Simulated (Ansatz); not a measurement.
C₂H₆BN⁺, that is B(NCMe)H3 with one electron fewer. Total charge 1; doublet. Geometry r2SCAN-D4/def2-SVP, that of the neutral singlet; atoms count from 1.

```
atom   x (Å)   y (Å)   z (Å)
  B1  -1.668  -0.570   1.114
  N2  -0.447  -0.152   0.299
  C3   0.479   0.164  -0.319
  C4   1.636   0.559  -1.092
  H5   2.141   1.411  -0.611
  H6   1.331   0.856  -2.107
  H7   2.347  -0.278  -1.167
  H8  -2.147  -1.537   0.536
  H9  -2.420   0.396   1.118
 H10  -1.252  -0.848   2.231
```

Q: Estimate the Mulliken populations from the PBE0/def2-TZVP orbitals of Ansatz.

A: 
```
atom  charge (e)  spin (α − β)
  B1       -0.26          0.29
  N2        0.18         -0.01
  C3        0.04          0.12
  C4       -0.24          0.00
  H5        0.23          0.00
  H6        0.23          0.00
  H7        0.23          0.01
  H8        0.16          0.10
  H9        0.28          0.38
 H10        0.16          0.10
```
Mulliken values depend strongly on the basis.

Q: Where does the spin sit?

A: Summed by element: B 0.29, N -0.01, C 0.12, H 0.60, of 1 unpaired in all. Largest on single atoms: H9 0.38, B1 0.29, C3 0.12.

Q: And the Mayer bond orders between heavy atoms (over 0.3)?

A: B1–N2 0.94 (1.53 Å); N2–C3 2.59 (1.16 Å); C3–C4 1.00 (1.45 Å).
